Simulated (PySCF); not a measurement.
Si(CCH)2(F)(Me), SMILES F[Si](C#C)(C#C)C (C5H5FSi), singlet (CAM-B3LYP/def2-SVP optimised geometry):

```
12

C     -1.959    -1.597    -2.493
C     -1.535    -1.059    -1.494
Si    -0.856    -0.252     0.000
C      0.994    -0.252     0.000
F     -1.381     1.283     0.000
C     -1.536    -1.058     1.494
C     -1.962    -1.594     2.493
H     -2.341    -2.073    -3.378
H      1.380     0.261    -0.894
H      1.381     0.260     0.894
H      1.379    -1.283     0.000
H     -2.347    -2.068     3.379
```

Level of theory: CAM-B3LYP/def2-TZVP run with PySCF.

Q: What are the frontier orbital energies and the dipole moment?

A: HOMO-2 -9.89 eV, HOMO-1 -9.87 eV, HOMO -9.70 eV, LUMO 0.21 eV, LUMO+1 0.62 eV; dipole moment 2.08 D.

On the same geometry PySCF with PBE/def2-TZVP gives HOMO-2 -7.28 eV, HOMO-1 -7.27 eV, HOMO -7.13 eV, LUMO -1.84 eV, LUMO+1 -1.44 eV; dipole moment 1.97 D.

Meta-Löwdin charges at CAM-B3LYP/def2-TZVP: C1 -0.13, C2 -0.32, Si3 1.25, C4 -0.61, F5 -0.50, C6 -0.32, C7 -0.13, H8 0.18, H9 0.14, H10 0.14, H11 0.14, H12 0.18.
